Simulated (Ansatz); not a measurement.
A nudged elastic band was laid between two geometries of C4H3B (8 atoms, charge 0, multiplicity 1).

Level of theory: Ansatz, RKS B3LYP/def2-SVP.

```
movable images  : 4
climbing image  : no
spring          : 5.0 eV/Å²
optimiser       : quadratic models (default)
start path      : IDPP
force threshold : 0.05 eV/Å
iteration limit : 60
end points      : relaxed
```

Image 0:

```xyz
8
Properties=species:S:1:pos:R:3
B -0.543 -0.424 -1.307
C -0.106 0.217 0.016
C 0.921 0.164 0.939
C -0.126 0.020 1.925
C -0.726 1.023 1.110
H 0.107 -0.212 -2.299
H -1.527 -1.115 -1.348
H 2.001 0.328 0.963
```

Image 5:

```xyz
8
Properties=species:S:1:pos:R:3
B -0.542 -0.426 -1.306
C -0.108 0.219 0.015
C 0.920 0.167 0.938
C -0.126 0.018 1.924
C -0.727 1.022 1.111
H -1.523 -1.122 -1.345
H 0.106 -0.212 -2.299
H 2.000 0.334 0.962
```

Q: Which bonds break or form, and what moves?

A: No bond is made or broken. The dihedral H6–B1–C2–C3 goes from -67 to 113°. The two ends are copies of one structure, up to a mirror image or an exchange of like atoms.

Q: What energy profile does the band end with?

A: The run converged. The highest image is number 2 of 0 to 5, 9.0 kJ/mol above the ends, which have the same energy within 2 meV. No image climbed, so the highest image needn't sit at the top of the path.

```json
{"image": "0", "path coordinate (Å)": "0.00", "energy (kJ/mol)": "0.0", "dihedral H6–B1–C2–C3 (°)": "-67"}
{"image": "1", "path coordinate (Å)": "0.78", "energy (kJ/mol)": "3.9", "dihedral H6–B1–C2–C3 (°)": "-28"}
{"image": "2", "path coordinate (Å)": "1.57", "energy (kJ/mol)": "9.0", "dihedral H6–B1–C2–C3 (°)": "5"}
{"image": "3", "path coordinate (Å)": "2.35", "energy (kJ/mol)": "6.0", "dihedral H6–B1–C2–C3 (°)": "36"}
{"image": "4", "path coordinate (Å)": "3.13", "energy (kJ/mol)": "2.3", "dihedral H6–B1–C2–C3 (°)": "73"}
{"image": "5", "path coordinate (Å)": "3.91", "energy (kJ/mol)": "0.0", "dihedral H6–B1–C2–C3 (°)": "113"}
```

Q: What is the geometry of the highest image?

A: 
```xyz
8
Properties=species:S:1:pos:R:3
B -0.536 -0.457 -1.313
C -0.187 0.129 0.082
C 0.947 0.347 0.900
C 0.149 -0.238 1.913
C -0.887 0.576 1.264
H 0.322 -0.981 -1.975
H -1.658 -0.337 -1.727
H 1.850 0.961 0.856
```

Run time: 120 s on 1 thread of Intel(R) Xeon(R) Processor @ 2.70GHz, with other jobs on the host, peak memory 0.17 GiB.
